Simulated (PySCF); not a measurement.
B(H)(Cl)(Vi), SMILES C=CBCl (C2H4BCl), PBE0/def2-SVP optimised geometry.

```
8

B      0.35    -0.95     0.00
H      1.56    -0.95     0.00
Cl    -0.45    -2.51     0.00
C     -0.46     0.36     0.00
C      0.17     1.55     0.00
H     -1.56     0.35     0.00
H     -0.36     2.51     0.00
H      1.27     1.61     0.00
```

Density from PBE0/def2-TZVP (PySCF 2.14.0) at that geometry.

Minimum of the electron density along straight lines between bonded atoms, close to the bond critical point (lines longer than 1.1 times the sum of covalent radii, or with two minima, are not listed):

| bond | length / Å | ρ at the minimum / e bohr⁻³ | ∇²ρ there / e bohr⁻⁵ | position (fraction from the first atom) |
|---|---|---|---|---|
| B1–H2 | 1.207 | 0.185 | -0.42 | 0.44 |
| B1–Cl3 | 1.754 | 0.146 | 0.07 | 0.29 |
| B1–C4 | 1.539 | 0.197 | -0.22 | 0.33 |
| C4–C5 | 1.345 | 0.344 | -1.05 | 0.48 |
| C4–H6 | 1.097 | 0.276 | -0.95 | 0.65 |
| C5–H7 | 1.096 | 0.280 | -0.99 | 0.65 |
| C5–H8 | 1.096 | 0.280 | -0.99 | 0.65 |
